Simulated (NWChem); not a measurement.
System meant: C₂H₄FIn; SMILES [F][InH][CH]=C

Here is an NWChem input.

```
start job
memory heap 200 mb stack 900 mb global 1100 mb
geometry units angstroms noautoz
  In    -0.267912     0.313131     0.000000
  H     -1.903941     0.825614     0.000000
  F      0.981548     1.840452     0.000000
  C      0.760153    -1.552008     0.000000
  C      0.130240    -2.732942     0.000000
  H      1.856881    -1.537450     0.000000
  H      0.680861    -3.682750     0.000000
  H     -0.962346    -2.824656     0.000000
end
basis spherical
  In library def2-svp
  H library def2-svp
  F library def2-svp
  C library def2-svp
end
dft
  xc xpbe96 cpbe96
  iterations 150
  mulliken
end
task dft energy
```

End of the output:

```
             Grid Information
             ----------------
          Grid used for XC integration:  medium
          Radial quadrature: Mura-Knowles
          Angular quadrature: Lebedev.
          Tag              B.-S. Rad. Rad. Pts. Rad. Cut. Ang. Pts.
          ---              ---------- --------- --------- ---------
          In                  1.55      123          11.0       590
          H                   0.35       45          13.0       434
          F                   0.50       49          13.0       434
          C                   0.70       49          11.0       434
          Grid pruning is: on
          Number of quadrature shells:   450
          Spatial weights used:  Erf1

          Convergence Information
          -----------------------
          Convergence aids based upon iterative change in
          total energy or number of iterations.
          Levelshifting, if invoked, occurs when the
          HOMO/LUMO gap drops below (HL_TOL):  1.00D-02
          DIIS, if invoked, will attempt to extrapolate
          using up to (NFOCK): 10 stored Fock matrices.

                    Damping( 0%)  Levelshifting(0.5)       DIIS
                  --------------- ------------------- ---------------
          dE  on:    start            ASAP                start
          dE off:    2 iters        150 iters           150 iters

      Screening Tolerance Information
      -------------------------------
          Density screening/tol_rho:  1.00D-10
          AO Gaussian exp screening on grid/accAOfunc:  14
          CD Gaussian exp screening on grid/accCDfunc:  20
          XC Gaussian exp screening on grid/accXCfunc:  20
          Schwarz screening/accCoul:  1.00D-08

      Superposition of Atomic Density Guess
      -------------------------------------

      charge =      49.0 In (Indium)

      symmetry species            s     p     d     f
      number of basis functions =10     7     6
      number of cont. functions = 4     4     2
      number of closed shells   = 5     3     2
      number of open shells     = 0     1     0
      open shell occupation     = 0     1     0
 ------------------------------------------------------------------------
 atomscf:atomd: error in atom scf                   0
 ------------------------------------------------------------------------
 ------------------------------------------------------------------------
  current input line :
    24: task dft energy
 ------------------------------------------------------------------------
 ------------------------------------------------------------------------
 This error has not yet been assigned to a category
 ------------------------------------------------------------------------
 For more information see the NWChem manual at https://nwchemgit.github.io

0:atomscf:atomd: error in atom scf:Received an Error in Communication
```

Task: What is wrong, and how is it mended?

Result: The run crashed. Cause: the def2 basis of a heavy element holds valence functions alone and wants its effective core potential (without it all electrons must fit into that basis). This input runs:
```
start job
memory heap 200 mb stack 900 mb global 1100 mb
geometry units angstroms noautoz
  In    -0.267912     0.313131     0.000000
  H     -1.903941     0.825614     0.000000
  F      0.981548     1.840452     0.000000
  C      0.760153    -1.552008     0.000000
  C      0.130240    -2.732942     0.000000
  H      1.856881    -1.537450     0.000000
  H      0.680861    -3.682750     0.000000
  H     -0.962346    -2.824656     0.000000
end
basis spherical
  In library def2-svp
  H library def2-svp
  F library def2-svp
  C library def2-svp
end
ecp
  In library def2-ecp
end
dft
  xc xpbe96 cpbe96
  iterations 150
  mulliken
end
task dft energy
```
It converges to -368.22631 Ha (PBE/def2-SVP with def2 effective core potentials on In).
